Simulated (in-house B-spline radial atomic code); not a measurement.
**Tl²⁺: [Xe] 4f14 5d10 6s1 (with a hole in an inner shell)**

Method: Dirac-Hartree-Fock, average of configuration, Fermi nucleus of rms radius 5.4759 fm. Calculated with a B-spline radial code for spherical atoms.

Effective charges: Z_r = [3n² - l(l+1)]/(2<r>) from the radius, Z_e = n√(-2ε) from the energy, and Slater's rules. Values are occupation-weighted means over j. An effective charge above Z reflects the relativistic contraction of the inner shells.

```csv
shell,electrons,ε (eV),<r> (bohr),Z_r,Z_e,Slater
1s,2,-86119,0.01632,91.91,79.56,80.70
2s,2,-15497,0.06804,88.19,67.50,76.85
2p,6,-13467,0.0618,80.90,62.92,76.85
3s,2,-3782.7,0.1767,76.40,50.02,69.75
3p,6,-3180.6,0.178,70.23,45.87,69.75
3d,10,-2491.5,0.1625,64.60,40.60,59.85
4s,2,-896.37,0.3914,61.32,32.47,53.25
4p,6,-693.42,0.4152,55.39,28.56,53.25
4d,10,-435.81,0.4389,47.85,22.64,41.85
5s,2,-170.49,0.8905,42.11,17.70,23.35
4f,14,-156.2,0.4659,38.63,13.55,30.45
5p,6,-112.24,1.013,36.02,14.36,23.35
5d,10,-40.464,1.349,25.58,8.62,9.85
6s,1,-28.415,2.34,23.08,8.67,5.70
```

The least bound orbital is 6s1/2 at -28.41 eV, and it is also the most diffuse (<r> = 2.34 bohr).

Spin-orbit splittings of the orbital energies (j = l + 1/2 above j = l - 1/2 when positive): 2p 2069 eV, 3p 466 eV, 3d 98.61 eV, 4p 114.7 eV, 4d 21.68 eV, 4f 4.787 eV, 5p 20.87 eV, 5d 2.418 eV.

For the 1s electron the small component carries 9.52 % of the norm, the zero-frequency Breit interaction raises the level by 329.4 eV, self-energy by 212.8 eV, and vacuum polarisation lowers it by 44.72 eV.
